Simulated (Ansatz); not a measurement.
Ideal-gas functions of `C[SiH](S)Br` at 400 K and 1 bar, from an Ansatz frequency run at PBE0-D4/def2-TZVP.

Molar mass 157.11 g/mol, point group C1 (symmetry number 1), electronic degeneracy 1, moments of inertia 129.126, 348.15, 445.615 u Å². Harmonic wavenumbers (cm⁻¹, unscaled): 128, 163, 175, 207, 220, 394, 518, 622, 694, 743, 802, 856, 890, 1276, 1440, 1443, 2254, 2706, 3054, 3146, 3146.

Use S(trans) = R[1.5 ln M + 2.5 ln T − 1.1517]; rotational temperatures θ = 24.2544 K / I; S(rot) = R[ln(√π/σ · √(T³/θAθBθC)) + 1.5]; for each mode x = 1.438777 ν̃/T, S = R[x/(eˣ − 1) − ln(1 − e⁻ˣ)] and H = RT x/(eˣ − 1); 1 cm⁻¹ = 0.0119627 kJ/mol; R = 8.31446 J/(mol·K).

Problem. By hand: the entropy, in J/(mol·K).

Solution. Translation 178.0. Rotation: θ = 0.1878, 0.0697, 0.0544 K, giving 122.1. Vibration, mode by mode: 14.84, 12.87, 12.30, 10.96, 10.47, 6.08, 4.25, 3.16, 2.58, 2.24, 1.90, 1.63, 1.48, 0.48, 0.29, 0.29, 0.02, 0.01, 0.00, 0.00, 0.00, in all 85.8. Electronic 0.0. Sum 385.9 J/(mol·K).

Problem. By hand: H − E and G − E in kJ/mol, counted from the electronic energy.

Solution. Zero-point energy ½ × 24877 × 0.0119627 = 148.8; thermal vibration 18.7; translation, rotation and pV give 4 RT = 13.3. H − E = 180.8 kJ/mol, and G − E = 180.8 − 400 × 385.9/1000 = 26.4 kJ/mol.

Vibration gives 22 % of the entropy, 14.8 J/(mol·K) of it from the mode under 150 cm⁻¹: soft modes count most, and the harmonic formula is weakest for them. The sum counts one conformer and one mirror image; others add a mixing term.
